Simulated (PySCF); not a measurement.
Harmonic spectrum computed at PBE0 in the def2-TZVP basis family (core potentials from Rb on, PySCF, no spin–orbit coupling):

```csv
symmetry,ω (cm⁻¹),IR (km/mol)
a',187,9.6
a'',212,0.0
a',303,5.3
a'',347,101
a',701,158
a',787,65.8
a'',990,288
a',1041,50.4
a',3853,157
```

Which molecule gave it? In each, all ligands are bound to the one heavy central atom.
A. RuO₂(OH) (doublet)
B. WO₂(OH) (doublet)
C. TaO₂(OH) (singlet)
D. MoO₂(OH) (doublet)

A. It has Cs symmetry with O–H 0.962 Å, Ru–O 1.653 Å (×2), Ru–O 1.849 Å.
